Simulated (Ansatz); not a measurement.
`C1=Cc2cc3cc4cccc4ccc3c2=C1` with charge -1. Charge -1, multiplicity 2. Geometry PBE-D4/def2-SVP, that of the neutral singlet.

Cartesian coordinates in Å:
```
C 1.686 4.063 -1.069
C 2.451 3.026 -1.589
C 1.810 1.794 -1.179
C 1.894 0.415 -1.253
C 0.782 -0.184 -0.522
C 0.586 -1.559 -0.410
C -0.443 -2.248 0.264
C -0.584 -3.649 0.339
C -1.744 -3.960 1.107
C -2.347 -2.768 1.523
C -1.575 -1.667 1.025
C -1.872 -0.322 1.242
C -1.186 0.833 0.801
C -0.026 0.911 0.030
C 0.633 2.136 -0.392
C 0.555 3.521 -0.321
H 1.891 5.136 -1.191
H 3.362 3.124 -2.194
H 2.661 -0.180 -1.772
H 1.333 -2.196 -0.916
H 0.098 -4.375 -0.125
H -2.103 -4.974 1.331
H -3.257 -2.669 2.129
H -2.777 -0.132 1.845
H -1.624 1.798 1.105
H -0.205 4.127 0.192
```

At PBE-D4/def2-SVP the highest occupied level of the charge -1 doublet lies above zero (up to 0.36 eV). By energy differences its removal costs 1.70 eV (vertical, to the charge 0 singlet, at PBE-D4/def2-SVP); self-interaction error and the lack of diffuse functions both raise the level.

**Question.** Estimate the α-spin orbital energies around the gap (eV) in Ansatz with PBE-D4/def2-SVP, PBE0-D4/def2-SVP.

**Answer.** 
```json
{"orbital": "HOMO−5", "PBE-D4/def2-SVP": "-3.69", "PBE0-D4/def2-SVP": "-5.06"}
{"orbital": "HOMO−4", "PBE-D4/def2-SVP": "-2.39", "PBE0-D4/def2-SVP": "-3.55"}
{"orbital": "HOMO−3", "PBE-D4/def2-SVP": "-2.21", "PBE0-D4/def2-SVP": "-3.41"}
{"orbital": "HOMO−2", "PBE-D4/def2-SVP": "-0.98", "PBE0-D4/def2-SVP": "-1.98"}
{"orbital": "HOMO−1", "PBE-D4/def2-SVP": "-0.72", "PBE0-D4/def2-SVP": "-1.50"}
{"orbital": "HOMO", "PBE-D4/def2-SVP": "0.36", "PBE0-D4/def2-SVP": "-0.43"}
{"orbital": "LUMO", "PBE-D4/def2-SVP": "1.60", "PBE0-D4/def2-SVP": "2.15"}
{"orbital": "LUMO+1", "PBE-D4/def2-SVP": "2.55", "PBE0-D4/def2-SVP": "3.22"}
{"orbital": "LUMO+2", "PBE-D4/def2-SVP": "4.56", "PBE0-D4/def2-SVP": "5.43"}
{"orbital": "LUMO+3", "PBE-D4/def2-SVP": "4.59", "PBE0-D4/def2-SVP": "5.56"}
{"orbital": "LUMO+4", "PBE-D4/def2-SVP": "4.77", "PBE0-D4/def2-SVP": "5.61"}
{"orbital": "LUMO+5", "PBE-D4/def2-SVP": "4.91", "PBE0-D4/def2-SVP": "5.86"}
{"orbital": "β HOMO", "PBE-D4/def2-SVP": "-0.66", "PBE0-D4/def2-SVP": "-1.46"}
{"orbital": "β LUMO", "PBE-D4/def2-SVP": "0.80", "PBE0-D4/def2-SVP": "1.46"}
```
